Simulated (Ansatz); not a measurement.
Two isomers of CH3NOSi: A = `N=C1O[SiH2]1`, B = `N#CO[SiH3]`.

Calculated with Ansatz (gas phase, PBE0-D4/def2-TZVP geometries, no zero-point term in ΔE). CCSD(T)/CBS is the MP2 limit (def2-TZVPP, def2-QZVPP) plus CCSD(T) − MP2 in def2-TZVPP, frozen cores. Functionals use def2-TZVPP. B3LYP here is the variant with VWN-RPA as its local correlation; programs differ in this. One conformer a species, not always the lowest.

(1) Which isomer does CCSD(T)/CBS put lower? Give the gap. (Estimate.)

(2) Give E(B) − E(A) in kJ/mol with CCSD(T)/def2-TZVPP, LDA (SPW92), PBE-D4, PBE0-D4, HF/def2-TZVPP, B2PLYP, B3LYP-D4. (Estimate.)

(3) Does the order hold for the free energy at 298.15 K (harmonic terms from PBE0-D4)? (An estimate is asked.)

Largest T1 diagnostic: 0.017.

Answers

(1) Ansatz gave: B, by 85.6 kJ/mol.

(2) The calculation gave: CCSD(T)/def2-TZVPP -93.0, LDA (SPW92) -31.4, PBE-D4 -50.5, PBE0-D4 -63.6, HF/def2-TZVPP -140.8, B2PLYP -91.8, B3LYP-D4 -83.8. None reverses the order clearly.

(3) Ansatz gave: Yes: G(B) − G(A) = -97.2 kJ/mol, for one conformer each.

In def2-TZVPP, CCSD(T) changes the Hartree–Fock value by +47.8 kJ/mol (the triples alone add +8.0 kJ/mol) and MP2 by +45.4 kJ/mol. From BLYP to BHLYP (50 % exact exchange), in def2-TZVPP and without D4, E(B) − E(A) moves by −22.6 kJ/mol.
